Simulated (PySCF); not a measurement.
Compound: C₂H₇BrSi.
Atom-mapped SMILES: `[SiH3:1][CH2:2][CH2:3][Br:4]` (hydrogens: H5, H6, H7 on Si1; H8, H9 on C2; H10, H11 on C3)

Level of theory: PySCF, TDDFT B3LYP/def2-SVPD, vertical, gas phase, core orbitals frozen in the response. Isolated species at its PBE0-D3(BJ)/def2-SVP geometry (one conformer only). Relativistic effects, spin–orbit coupling among them, are left out although an element past zinc is present. Torsions of this conformer, `[SiH3:1][CH2:2][CH2:3][Br:4]`: Si1–C2–C3–Br4 180°.

Each state is given a Gaussian of 0.4 eV full width at half maximum, with ε(max) = 2.175×10⁸ f / Δν̃ (Δν̃ the width in cm⁻¹). The width is an assumption, not a result. The curve ends short of the highest state used, and states not computed would add to its high-energy end.

(E (eV), ε (L mol⁻¹ cm⁻¹)): (5.24, 1), (5.30, 2), (5.36, 5), (5.42, 14), (5.49, 36), (5.55, 72), (5.61, 128), (5.67, 201), (5.73, 277), (5.79, 338), (5.85, 364), (5.91, 347), (5.97, 291), (6.03, 216), (6.09, 141), (6.15, 81), (6.21, 42), (6.27, 20), (6.33, 13), (6.39, 23), (6.45, 60), (6.51, 157), (6.57, 362), (6.63, 740), (6.69, 1335), (6.75, 2128), (6.81, 3003), (6.87, 3765), (6.93, 4245), (6.99, 4431), (7.05, 4555), (7.11, 5052), (7.17, 6362), (7.23, 8671), (7.29, 11709), (7.35, 14768)

(1) Locate the maxima and give the states behind the curve.

(2) Does any computed singlet lie in the visible range?

(3) On this curve, what absorbance would a 10⁻³ mol/L sample give at 193 nm over a 1 cm path?

(4) Coming from long wavelengths, where does ε first pass 100 L mol⁻¹ cm⁻¹?

## Answers

(1) 212 nm (5.86 eV), ε about 360, made up of S2 (94%) (ε in L mol⁻¹ cm⁻¹; maxima over ε = 5, shares over 10%). At its high-energy end, 7.35 eV, the curve is still rising (ε about 15000, from S5). The states used: S1 5.84 eV (f 0.0003); S2 5.86 eV (f 0.0051); S3 6.94 eV (f 0.023); S4 6.94 eV (f 0.037); S5 7.43 eV (f 0.219); S6 7.60 eV (f 0.041); S7 7.62 eV (f 0.014); S8 7.79 eV (f 0.0050); S9 7.82 eV (f 0.056); S10 7.95 eV (f 0.0061).

(2) No computed singlet lies in the visible range (380 to 750 nm); the lowest, at 212 nm, stands 2.58 eV above its violet end (3.26 eV).

(3) 193 nm is 6.424 eV, where ε is about 39 L mol⁻¹ cm⁻¹, so A = ε c l ≈ 0.039 (Beer–Lambert, with the gas-phase spectrum and the assumed width).

(4) At about 222 nm (5.58 eV), 0.26 eV below S1.

The vertical ionisation energy (ΔSCF) is 10.08 eV, 2.13 eV above S10.
